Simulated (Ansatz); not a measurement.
Geometry optimisation, RKS PBE0/def2-SVP (Ansatz 0.2.0).

Input:

```yaml
crystal:
  periodic: [false, false, false]
  atoms:
    - { symbol: Hf, position_ang: [0.033398, 0.197944, -0.114469] }
    - { symbol: F, position_ang: [-0.033472, -0.118875, 1.803388] }
    - { symbol: F, position_ang: [1.647975, -0.502273, -0.809207] }
    - { symbol: F, position_ang: [-0.015053, 2.033508, -0.561587] }
    - { symbol: F, position_ang: [-1.45963, -0.824491, -0.898311] }
    - { symbol: O, position_ang: [-2.818554, -0.016368, 1.412585] }
    - { symbol: Al, position_ang: [-3.269855, -1.112744, 0.129231] }
    - { symbol: H, position_ang: [-3.081839, -2.673413, 0.384939] }
    - { symbol: H, position_ang: [-4.272193, -0.482842, -0.923862] }
    - { symbol: H, position_ang: [-2.143178, -0.238646, 2.090993] }
basis:
  gaussian: { orbitals: def2-SVP }
hamiltonian:
  xc: pbe0
relax:
  f_tol: 0.03
  max_steps: 50
```

Launched with:

```bash
$ ansatz run input.yaml --threads 4 --pin off --max-ram 5120MiB --backend cpu --events-out ev --progress --plain --runs-dir out
```

Question: Where does it end, and by what steps?

Answer: The run converged. After 14 steps the energy has fallen by 1.550 eV; F2 moved furthest, 0.95 Å. Joined: Hf1–O6 (3.24 → 2.13 Å).

```csv
step,energy less start (eV),largest force component (eV/Å),accepted
0,0.0000,1.413,yes
1,-0.2607,1.461,yes
2,-0.6291,1.937,yes
3,-1.0466,1.939,yes
4,-1.2252,2.181,yes
5,-1.3038,0.983,yes
6,-1.3922,0.681,yes
7,-1.4826,0.692,yes
8,-1.5112,0.291,yes
9,-1.5394,0.130,yes
10,-1.5376,0.511,no
11,-1.5467,0.110,yes
12,-1.5489,0.103,yes
13,-1.5496,0.065,yes
14,-1.5500,0.012,yes
```

```xyz
10
Properties=species:S:1:pos:R:3
Hf -0.246 0.217 0.196
F 0.320 0.747 1.943
F 1.144 -0.989 -0.294
F -0.183 1.873 -0.740
F -1.648 -0.655 -1.160
O -2.022 -0.441 1.173
Al -3.106 -1.166 -0.170
H -3.159 -2.743 -0.067
H -4.330 -0.216 -0.488
H -2.183 -0.364 2.119
```

Whether the end is a true minimum wasn't checked by a vibrational analysis.

Time of the run: 54 s on 4 threads of Arm Neoverse V1 (shared host), peak memory 0.37 GiB.
